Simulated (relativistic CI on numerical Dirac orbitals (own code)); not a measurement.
## Co²⁺ in a cubic cluster: 1s photoemission with charge transfer

Computed with a charge-transfer multiplet model of a cubic metal-ligand cluster with up to 2 ligand holes, Slater and spin-orbit integrals from Dirac-Coulomb-Breit ions, Slater integrals scaled by 0.9. The ground state mixes d7 with configurations of k ligand holes L, whose averages lie at kΔ + k(k − 1)U_dd/2; a core hole lowers each added d electron by U_cd. 300 K, Lorentzian 1.1 eV and Gaussian 0.6 eV FWHM.

Atomic integrals in eV (Slater integrals scaled, ζ unscaled), ground: F2dd 10.387, F4dd 6.447, zeta_d 0.063; with the core hole: F2dd 11.964, F4dd 7.470, zeta_d 0.091, G2cd 0.067.

Cluster parameters (eV): Δ = 5.6, U_dd = 5.9, 10Dq = 0.55, 10Dq(ligand) = 1.5, V(eg) = 2.35, V(t2g) = -1.23, final-state hopping factor = 1.

| Case | n_d | d7 | d8L | d9L2 | S |
| --- | --- | --- | --- | --- | --- |
| U_cd = 5.5 eV | 7.18 | 0.83 | 0.17 | 0.01 | 1.50 |
| U_cd = 6.7 eV | 7.18 | 0.83 | 0.17 | 0.01 | 1.50 |
| U_cd = 7.3 eV | 7.18 | 0.83 | 0.17 | 0.01 | 1.50 |
| U_cd = 8.5 eV | 7.18 | 0.83 | 0.17 | 0.01 | 1.50 |
| U_cd = 9.1 eV | 7.18 | 0.83 | 0.17 | 0.01 | 1.50 |

Weights, n_d and S are thermal averages at 300 K. Binding energies count from the first peak over 30 % of the highest in each spectrum, which can be another peak from case to case. The parameters are a model scan and need not match a compound or its usual spin state. Peaks in eV (height, largest 100):
- U_cd = 5.5 eV: 0.0 (100), 6.2 (12)
- U_cd = 6.7 eV: 0.0 (100), 6.3 (24)
- U_cd = 7.3 eV: 0.0 (100), 6.3 (32)
- U_cd = 8.5 eV: 0.0 (100), 6.4 (52)
- U_cd = 9.1 eV: 0.0 (100), 6.6 (63), 11.2 (7)

For the case U_cd = 7.3 eV, Δ = 5.6 eV is smaller than U_dd = 5.9 eV, the charge-transfer side of the Zaanen-Sawatzky-Allen scheme. With the core hole the configuration with one ligand hole lies at Δ − U_cd = 0.1, -1.1, -1.7, -2.9, -3.5 eV from the one without, in the order of the table; where this is negative the screened configuration lies lower, though the effective hopping of about 3.4 eV (from the holes of the mixed ground state) mixes the two strongly wherever it is as large as the gap.
